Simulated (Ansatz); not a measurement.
`C[Si](N)(F)Cl` and `C[Si](F)(S)Cl` differ in one atom or group.

Ansatz, PBE0-D4/def2-TZVP geometries, multiplicity 1. Each molecule was computed in one conformer, which needn't be the lowest.

```json
{"property": "HOMO–LUMO gap (PBE/def2-TZVPP) / eV", "`C[Si](N)(F)Cl`": "6.48"}
{"property": "HOMO–LUMO gap (ωB97M-V/def2-TZVPP) / eV", "`C[Si](N)(F)Cl`": "12.63"}
{"property": "LUMO energy (ωB97M-V/def2-TZVPP) / eV", "`C[Si](N)(F)Cl`": "2.09"}
{"property": "zero-point energy (PBE0-D4/def2-TZVP) / kJ/mol", "`C[Si](N)(F)Cl`": "178.6"}
{"property": "HOMO–LUMO gap (B3LYP/def2-TZVPP) / eV", "`C[Si](N)(F)Cl`": "8.19"}
{"property": "size of the dipole moment (ωB97M-V/def2-TZVPP) / D", "`C[Si](N)(F)Cl`": "2.53"}
```

**Question.** What does the change do to each property? (An estimate is asked.)

**Answer.** Computed: 
```
                                          property  `C[Si](F)(S)Cl`  shift
               HOMO–LUMO gap (PBE/def2-TZVPP) / eV             5.95  -0.53
           HOMO–LUMO gap (ωB97M-V/def2-TZVPP) / eV            12.12  -0.51
             LUMO energy (ωB97M-V/def2-TZVPP) / eV             1.94  -0.15
    zero-point energy (PBE0-D4/def2-TZVP) / kJ/mol            135.8  -42.8
             HOMO–LUMO gap (B3LYP/def2-TZVPP) / eV             7.60  -0.59
size of the dipole moment (ωB97M-V/def2-TZVPP) / D             2.40  -0.13
```

With PBE0 the HOMO rises by 0.16 eV and the LUMO falls by 0.50 eV, so the gap narrows by about 0.66 eV. PBE moves the HOMO by -0.09 eV and ωB97M-V by 0.35 eV. The zero-point energy changes by -42.8 kJ/mol with -3 modes. Dipoles are sizes alone; their direction can turn.

B3LYP here is the variant with VWN-RPA as its local correlation; programs differ in this.
